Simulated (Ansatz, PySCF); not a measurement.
Ga(NH2)3 (GaH₆N₃), SMILES [NH2][Ga]([NH2])[NH2]. Atoms are numbered in the order given.

```xyz
10

Ga     0.0134     0.0003     0.0000
N     -0.0298     0.9082    -1.5776
H      0.2015     1.8924    -1.6276
H      0.1862     0.4485    -2.4534
N      0.0322    -1.8229     0.0000
H     -0.2395    -2.3368     0.8297
H     -0.2395    -2.3368    -0.8297
N     -0.0298     0.9082     1.5776
H      0.1862     0.4485     2.4534
H      0.2015     1.8924     1.6276
```
Charge 0, spin multiplicity 1.

The structure is a stationary point at PBE0-D3(BJ)/def2-SVP. The structure was generated by enumeration; whether it is a known compound was not checked. One conformer was computed; it need not be the lowest.

Two levels are set side by side: PBE-D3(BJ)/def2-SVP (Ansatz, a program for electronic structure) and PBE0-D3(BJ)/def2-SVP (Ansatz). Each level has its own optimised geometry; the coordinates shown are those of the second. Frequencies come from the Hessian of PySCF at each geometry. Differences are taken from unrounded values.

```
quantity                            PBE0-D3(BJ)  PBE-D3(BJ)  PBE-D3(BJ) minus PBE0-D3(BJ)
----------------------------------  -----------  ----------  ----------------------------
mean bond length (Å)                      1.282       1.297                         0.014
bond Ga1–N2 (Å)                           1.821       1.843                         0.022
bond Ga1–N5 (Å)                           1.823       1.844                         0.021
bond Ga1–N8 (Å)                           1.821       1.843                         0.022
bond N2–H3 (Å)                            1.012       1.023                         0.011
bond N2–H4 (Å)                            1.012       1.023                         0.011
bond N5–H6 (Å)                            1.013       1.024                         0.011
bond N5–H7 (Å)                            1.013       1.024                         0.011
bond N8–H9 (Å)                            1.012       1.023                         0.011
bond N8–H10 (Å)                           1.012       1.023                         0.011
highest harmonic wavenumber (cm⁻¹)         3727        3579                          -148
mean harmonic wavenumber (cm⁻¹)            1378        1338                           -39
zero-point energy (kcal/mol)              47.26       45.91                         -1.35
```

Exact exchange shortens and stiffens bonds; PBE has none. Differences between two approximate levels are no errors against the true value.
